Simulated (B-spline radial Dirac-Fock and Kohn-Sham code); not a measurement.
# Binding energies of Xe²⁶⁺ at several levels of theory

System: Xe²⁶⁺, [Ar] 3d10.

The density-functional columns are spherical, spin-unpolarised Dirac-Kohn-Sham results without Breit or QED terms: −ε is minus the orbital energy of the initial state and ΔSCF the difference of two total energies. The reference in the last column comes from ΔSCF Dirac-Fock with Breit, self-energy and vacuum polarisation, finite nucleus, configuration average. All numbers are from a B-spline atomic structure program, in eV; a selection of levels is shown. The Kohn-Sham columns are given as differences from the reference. For the 1s level of heavy atoms much of the gap between ΔSCF and the reference is the Breit and QED part, -123.3 eV here; for other levels the error of the functional can be larger.

| level | LDA −ε − DF | LDA ΔSCF − DF | Dirac-Fock |
| --- | --- | --- | --- |
| 1s | -276.2 | +114.4 | 35458.6 |
| 2s | -135.8 | -50.5 | 6324.8 |
| 2p1/2 | -105.0 | -2.6 | 5979.0 |
| 2p3/2 | -108.7 | -12.3 | 5656.9 |
| 3s | -69.2 | -32.3 | 1959.7 |
| 3p1/2 | -57.0 | -18.9 | 1816.9 |
| 3p3/2 | -56.4 | -19.5 | 1751.8 |
| 3d3/2 | -39.6 | +1.0 | 1507.2 |
| 3d5/2 | -40.1 | +0.2 | 1493.6 |

For the outermost level NIST gives 1493 ± 4 eV (theoretical); the differences from it are LDA −ε -39.43, LDA ΔSCF +0.82, Dirac-Fock +0.64 eV.

Values without a named source are computed, but for edge energies of neutral atoms, which are taken from tables.
